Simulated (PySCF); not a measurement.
# Kr³⁴⁺: ionisation energy

Kr³⁴⁺ 1s2 (1S) → Kr³⁵⁺ 1s1 (2S), as a difference of total energies. All numbers are calculated (PySCF 2.14, no relativity, point nucleus, in an even-tempered Gaussian basis (15 s from 50 bohr⁻², ratio 2.2; 7 p from 76 bohr⁻², ratio 2.4; 4 d from 230 bohr⁻², ratio 2.4; 3 f from 340 bohr⁻², ratio 2.4; 3 g from 520 bohr⁻², ratio 2.4)). Correlated levels: nothing frozen; virtual orbitals above 40 to 60 times the deepest correlated orbital energy dropped. The calculations carry no spin-orbit coupling.

| method | ionisation energy (eV) | difference from reference (eV) |
| --- | --- | --- |
| UHF | 17023.7 | -272.7 |
| MP2 (all electrons) | 17025.0 | -271.4 |
| SCS-MP2 (all electrons) | 17025.2 | -271.2 |
| CCSD (all electrons) | 17025.0 | -271.4 |

Reference: 17296.4 eV (theoretical estimate listed by NIST; NIST Atomic Spectra Database, ionization energies).

The gap to the reference is mostly relativistic.

With two correlated electrons CCSD is exact in that space.
